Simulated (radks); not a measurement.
Values are calculated unless marked as measured or tabulated.
Problem. Spherical quantum dot in the effective-mass picture: electrons in a parabolic well V = omega^2 r^2 / 2 with omega = 0.288, all in effective atomic units (hartree* = m*/eps^2 hartree, bohr* = eps/m* bohr), one dielectric constant everywhere. Level of theory: non-relativistic Kohn-Sham, PBE, spin-polarised, spherical densities (a radial shooting solver with Libxc functionals). Levels are named by radial order and angular momentum (1s, 1p, 1d, 2s, ...), and open shells are averaged over m. Results are scaled to m* = 0.033 and eps = 17.9, for which hartree* = 2.803 meV and bohr* = 28.7 nm. At N = 5 the configuration is 1s2 1p(up 3, down 0). Does electron 6 go into 1d down or 1d up or 1p down?

Solution. Into 1p down. The total energies of the other choices lie higher by 0.357 meV (1d up), 0.514 meV (1d down).
